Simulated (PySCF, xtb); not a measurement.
hydrogen (H2), SMILES [H][H].

GFN2-xTB (xtb) at its own geometry gives an orbital gap of 16.12 eV and a dipole moment of 0.00 D.

Geometry optimised at PBE0-D3(BJ)/def2-TZVPD.

Task: What does r2SCAN/def2-TZVPD (PySCF) give? (An estimate is asked for; the answer gives what the named calculation found.)

Result: gap 12.69 eV (levels -10.79 and 1.91 eV), dipole 0.00 D.
